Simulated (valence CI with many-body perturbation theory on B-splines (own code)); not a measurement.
**Ir LXXII: calculated level list**

Level of theory: configuration interaction combined with many-body perturbation theory (CI+MBPT): four valence electrons over a frozen Dirac-Fock core [He], radial functions for each j: 11 s, 11 p, 10 d, 8 f, 5 g, 2 h, with the one-electron correlation potential Σ1, the two-electron term Σ2, the three-electron term Σ3, Breit, model QED; selected CI, second order for the rest, scaled by the run's own slope (own B-spline code, finite nucleus).

No measured spectrum was set against this ion. As an estimate, large intervals hold to a few tenths of a per cent, small ones and those within an open d or f shell to about a per cent. Among the levels kept, up to 1400 cm⁻¹ of a level comes from second order outside the variational space, and about a tenth of that is noise between levels of different J, which matters for small intervals.

Levels 91 to 135 of 218, with energies above the lowest level, (2s^2 2p1/2^2) J=0. "Leading %" is the weight of the configuration and term that name the level; weights of strongly mixed levels are sums over their largest components and can fall short. In the jj column 3d3/2^4 stands for four electrons in 3d with j = 3/2. Lifetimes count E1, E2, E3, M1 and M2 decay at the calculated energies, and are blank where another channel may lead or the interval is too uncertain; long ones can be off by a factor of two.

```
No.  Configuration  Term  J  E (Ry)  Leading %  Lifetime  Second component                    Leading jj
 91        2s2p²3d    ³G  4  1038.9         34   24.8 fs   19 % 2s2p²3d ¹G   2s 2p1/2 2p3/2 3d3/2 (98 %)
 92        2s2p²3d    ³D  3  1039.5         33    513 as   28 % 2s2p²3d ³F   2s 2p1/2 2p3/2 3d3/2 (98 %)
 93        2s2p²3p   ³P°  0  1039.8         79   33.0 fs  20 % 2s2p²3p ¹S°  2s 2p1/2 2p3/2 3p3/2 (100 %)
 94        2s2p²3p   ¹D°  2  1040.1         42   3.60 fs  22 % 2s2p²3p ³D°   2s 2p1/2 2p3/2 3p3/2 (99 %)
 95        2s2p²3d    ³D  2  1040.2         34    450 as   18 % 2s2p²3d ⁵P   2s 2p1/2 2p3/2 3d3/2 (99 %)
 96        2s2p²3p   ³S°  1  1040.2         32   3.31 fs  25 % 2s2p²3p ³P°   2s 2p1/2 2p3/2 3p3/2 (99 %)
 97        2s2p²3p   ³P°  1  1040.7         50   17.6 fs  27 % 2s2p²3p ¹P°   2s 2p1/2 2p3/2 3p3/2 (99 %)
 98        2s2p²3d    ³P  1  1040.9         33    435 as   30 % 2s2p²3d ⁵P   2s 2p1/2 2p3/2 3d3/2 (99 %)
 99        2s2p²3d    ³F  2  1044.0         70   4.08 fs   10 % 2s2p²3d ⁵D   2s 2p1/2 2p3/2 3d3/2 (92 %)
100        2s2p²3d    ³G  3  1044.5         48   6.89 fs   26 % 2s2p²3d ¹F  2s 2p1/2 2p3/2 3d3/2 (100 %)
101        2s2p²3d    ⁵D  4  1044.7         45   20.6 fs   36 % 2s2p²3d ⁵F  2s 2p1/2 2p3/2 3d5/2 (100 %)
102        2s2p²3d    ³D  1  1044.7         32   1.60 fs   26 % 2s2p²3d ¹P   2s 2p1/2 2p3/2 3d3/2 (93 %)
103        2s2p²3d    ³D  1  1046.2         55    482 as   16 % 2s2p²3d ³P   2s 2p1/2 2p3/2 3d3/2 (93 %)
104        2s2p²3d    ³F  2  1046.2         31    543 as   24 % 2s2p²3d ³D   2s 2p1/2 2p3/2 3d3/2 (78 %)
105        2s2p²3d    ³P  2  1046.9         26    492 as   18 % 2s2p²3d ³F   2s 2p1/2 2p3/2 3d5/2 (75 %)
106        2s2p²3d    ³F  3  1047.0         42    401 as   31 % 2s2p²3d ⁵P   2s 2p1/2 2p3/2 3d5/2 (98 %)
107        2s2p²3d    ³P  0  1047.1         82    355 as   18 % 2s2p²3d ¹S   2s 2p1/2 2p3/2 3d3/2 (98 %)
108        2s2p²3d    ³G  5  1047.7         63   4.74 ps   37 % 2s2p²3d ⁵F  2s 2p1/2 2p3/2 3d5/2 (100 %)
109        2s2p²3d    ³D  1  1048.7         54    509 as   26 % 2s2p²3d ³P   2s 2p1/2 2p3/2 3d5/2 (90 %)
110        2s2p²3d    ³D  3  1049.6         59    570 as   18 % 2s2p²3d ¹F   2s 2p1/2 2p3/2 3d5/2 (99 %)
111        2s2p²3d    ³F  4  1050.0         59    434 as   22 % 2s2p²3d ¹G   2s 2p1/2 2p3/2 3d5/2 (98 %)
112        2s2p²3d    ¹D  2  1050.4         40    616 as   19 % 2s2p²3d ³D   2s 2p1/2 2p3/2 3d5/2 (96 %)
113        2s2p²3d    ¹P  1  1051.4         46    556 as   26 % 2s2p²3d ³D   2s 2p1/2 2p3/2 3d5/2 (95 %)
114        2s2p²3d    ³P  0  1052.0         51    526 as   45 % 2s2p²3d ¹S   2s 2p1/2 2p3/2 3d5/2 (98 %)
115        2s2p²3d    ³D  3  1054.2         41   2.13 fs   26 % 2s2p²3d ³F   2s 2p1/2 2p3/2 3d5/2 (98 %)
116        2s2p²3d    ³F  4  1054.6         46   1.55 fs   30 % 2s2p²3d ³G  2s 2p1/2 2p3/2 3d5/2 (100 %)
117        2s2p²3d    ³P  2  1055.7         49    381 as   18 % 2s2p²3d ³D   2s 2p1/2 2p3/2 3d5/2 (98 %)
118        2s2p²3d    ¹F  3  1055.7         43    389 as   32 % 2s2p²3d ³F   2s 2p1/2 2p3/2 3d5/2 (99 %)
119        2s2p²3d    ³P  1  1055.8         44    559 as   25 % 2s2p²3d ³S  2s 2p1/2 2p3/2 3d5/2 (100 %)
120        2s2p²3d    ³D  2  1056.0         42    535 as   27 % 2s2p²3d ¹D  2s 2p1/2 2p3/2 3d5/2 (100 %)
121          2p³3p    ³D  3  1061.2         49   2.16 fs     23 % 2p³3p ⁵P    2p1/2^2 2p3/2 3p3/2 (96 %)
122          2p³3p    ³P  1  1061.2         34   2.01 fs     26 % 2p³3p ¹P    2p1/2^2 2p3/2 3p3/2 (97 %)
123          2p³3p    ³P  2  1063.5         44   1.95 fs     16 % 2p³3p ¹D    2p1/2^2 2p3/2 3p3/2 (97 %)
124          2p³3p    ³P  0  1065.6         68   2.13 fs     30 % 2p³3p ¹S    2p1/2^2 2p3/2 3p3/2 (98 %)
125          2p³3d   ³D°  2  1067.0         33   4.59 fs    19 % 2p³3d ³F°    2p1/2^2 2p3/2 3d3/2 (98 %)
126          2p³3d   ³F°  3  1067.6         27   11.6 fs    21 % 2p³3d ³G°    2p1/2^2 2p3/2 3d3/2 (98 %)
127          2p³3d   ³D°  1  1067.9         35   1.85 fs    27 % 2p³3d ³P°    2p1/2^2 2p3/2 3d3/2 (99 %)
128          2p³3d   ³P°  0  1068.3         64   23.0 fs    24 % 2p³3d ⁵D°    2p1/2^2 2p3/2 3d3/2 (99 %)
129          2p³3d   ³F°  4  1076.6         51   40.2 fs    24 % 2p³3d ⁵D°    2p1/2^2 2p3/2 3d5/2 (99 %)
130          2p³3d   ³D°  2  1077.6         33    764 as    21 % 2p³3d ³P°    2p1/2^2 2p3/2 3d5/2 (98 %)
131          2p³3d   ³D°  3  1078.8         48    345 as    16 % 2p³3d ¹F°    2p1/2^2 2p3/2 3d5/2 (98 %)
132          2p³3d   ³D°  1  1079.9         31    512 as    29 % 2p³3d ¹P°    2p1/2^2 2p3/2 3d5/2 (99 %)
133        2s2p²3s    ⁵P  3  1114.6         64   6.96 fs   36 % 2s2p²3s ³D         2s 2p3/2^2 3s (100 %)
134        2s2p²3s    ³P  2  1116.9         56   2.73 fs   19 % 2s2p²3s ³D         2s 2p3/2^2 3s (100 %)
135        2s2p²3s    ³S  1  1123.5         68   3.88 fs   16 % 2s2p²3s ⁵P         2s 2p3/2^2 3s (100 %)
```
